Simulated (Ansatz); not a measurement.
Start from `C[O][AlH][S][SiH3]` and change one atom or group to get `N[SiH2][AlH][S][SiH3]`.

Ansatz, PBE0-D4/def2-TZVP geometries, multiplicity 1. Each molecule was computed in one conformer, which needn't be the lowest.

| property | `C[O][AlH][S][SiH3]` |
| --- | --- |
| HOMO energy (ωB97M-V/def2-TZVPP) / eV | -9.80 |
| HOMO–LUMO gap (B3LYP/def2-TZVPP) / eV | 6.44 |
| HOMO energy (PBE0/def2-TZVPP) / eV | -7.65 |
| HOMO energy (B3LYP/def2-TZVPP) / eV | -7.39 |
| LUMO energy (ωB97M-V/def2-TZVPP) / eV | 0.85 |
| size of the dipole moment (B3LYP/def2-TZVPP) / D | 1.66 |

What does the change do to each property? (Estimate.)

Computed: 
```
                                        property  `N[SiH2][AlH][S][SiH3]`  shift
           HOMO energy (ωB97M-V/def2-TZVPP) / eV                    -8.92   0.88
           HOMO–LUMO gap (B3LYP/def2-TZVPP) / eV                     5.46  -0.98
              HOMO energy (PBE0/def2-TZVPP) / eV                    -6.90   0.75
             HOMO energy (B3LYP/def2-TZVPP) / eV                    -6.70   0.69
           LUMO energy (ωB97M-V/def2-TZVPP) / eV                     0.56  -0.29
size of the dipole moment (B3LYP/def2-TZVPP) / D                     1.41  -0.25
```

With PBE0 the HOMO rises by 0.75 eV and the LUMO falls by 0.33 eV, so the gap narrows by about 1.08 eV. PBE moves the HOMO by 0.70 eV and ωB97M-V by 0.88 eV. Dipoles are sizes alone; their direction can turn.

B3LYP here is the variant with VWN-RPA as its local correlation; programs differ in this.
